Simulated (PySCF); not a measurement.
## Unknown compound

An unknown has the formula C$_{8}$H$_{12}$. Its calculated NMR data are:

1H NMR (400 MHz, computed): δ 6.10 (m, 1H), 5.36 (d, 1H), 1.84 (m, 1H), 1.27 (m, 1H), 1.20 (s, 3H), 1.12 (s, 3H), 0.72 (m, 1H), -0.06 (m, 1H).

13C{1H} NMR (computed): δ 147.0, 141.7, 49.1, 32.4, 29.3, 27.4, 26.7, 18.4.

- GFN2-xTB geometry
- shieldings: GIAO PBE0/pcSseg-1
- run in PySCF 2.14
- no solvent model, no relativistic terms, a single conformation, equivalent nuclei averaged

References, each an isolated molecule treated in the same way: 1H (σref 31.72), 13C (σref 186.93) against TMS.

Problem. Choose the structure that fits.
A. CC=C=CC1CCC1
B. C=C1CC(C)(C)C1=C
C. CC1(C)C=C[C@@H]2C[C@@H]21
D. C=C/C=C/C1CCC1

Solution. C. 

1. Rings plus π bonds: 3 (2 rings in the answer).
2. 8 carbon signals for 8 carbons: no two carbons are equivalent.
3. Carbon types of the structure: 1 × C, 4 × CH, 1 × CH2, 2 × CH3, which accounts for all hydrogens.
4. δC 147.0, 141.7: alkene CH; as expected for a trigonal carbon in a double bond.
5. δC 49.1: allylic quaternary sp3 carbon; aliphatic region, no heteroatom directly attached.
6. δC 32.4, 26.7: methyl carbon; aliphatic region, no heteroatom directly attached.
7. δC 29.3, 27.4, 18.4: three-membered-ring carbon; carbons of three-membered rings are unusually shielded.
8. δH 6.10, 5.36: hydrogen on an alkene CH; attached to an sp2 carbon and in the plane of the double bond.

The others: C=C/C=C/C1CCC1 would give 7 carbon signals, not 8; C=C1CC(C)(C)C1=C would give 7 carbon signals, not 8; CC=C=CC1CCC1 would give 7 carbon signals, not 8.

Shifts are as computed. Against solution values, carbons near 30 ppm lie about +3 ppm off and those near 130 ppm about +5 ppm. Of 1309 compounds with measured shifts, 239 miss one by over three times the rms of a fit or turn the order of signals round; such compounds aren't used in these exercises. Multiplicities follow the n + 1 count of equivalent neighbours, as no J values were calculated; m marks all less simple cases, F and P coupling included.
